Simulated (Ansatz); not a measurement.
Input file for Ansatz (an electronic-structure program): U-r2SCAN/def2-TZVPP on AlCl-, 2S+1 = 2, a spin state set in the input, which need not be the lowest, a point of a bond scan (R = 2.321 Å). Charge -1.

Ansatz 0.2 input:
```yaml
crystal:
  periodic: [false, false, false]
  atoms:
    - {symbol: Al, position_ang: [0.00000000, 0.00000000, 0.00000000]}
    - {symbol: Cl, position_ang: [0.00000000, 0.00000000, 2.32119100]}
basis:
  gaussian:
    orbitals: def2-TZVPP
    pivot_positions_ang: [[0.00000000, 0.00000000, 0.00000000], [0.00000000, 0.00000000, 2.32119100]]
hamiltonian:
  xc: {name: r2SCAN}
total_charge: -1
magnetization: {spin_polarized: true, initial_magnetization: 1}
output: {forces: true, orbitals: {seedname: ./end}}
```

It printed:

```
WARN ansatz: RAYON_NUM_THREADS=1 ignored (pool sized by the plan → 1); use --threads N
Functional definition: r2SCAN
integrals: 0.02 GiB planned
563 factors; their error is unknown
mean field: 0.23 GiB planned
mean field evaluation 1: about -19115.1028 eV, gradient 2.7e1 eV
mean field evaluation 2: about -19111.7982 eV, gradient 3.8e1 eV
mean field evaluation 4: about -19119.8836 eV, gradient 7.3e-1 eV
mean field evaluation 8: about -19119.8873 eV, gradient 3.1e-2 eV
mean field evaluation 16: about -19119.8765 eV, gradient 9.9e-5 eV
mean field evaluation 32: about -19119.8765 eV, gradient 3.0e-5 eV
mean field -19119.87646545 eV, -702.6425001875 hartree, gradient 3.0e-5 eV, S^2 0.764492; 2 other end points of the search recorded, 0 dependent functions left out
the calculation of the forces begins
reference -19119.87647595 eV, -702.6425005735 hartree; 16, 15 occupied and 68, 69 virtual orbitals, 563 factors
Total energy: -19119.87647595 eV, -702.6425005735 hartree
Atom 0 at     0.000000     0.000000     0.000000 Å, force    -0.000000    -0.000000     0.080444 eV/Å
Atom 1 at     0.000000     0.000000     2.321191 Å, force    -0.000000     0.000000    -0.080444 eV/Å
Dipole moment:    -0.000000    -0.000000     0.630781 e Å
```

The run converged.

Cost: roughly 4 core-seconds.
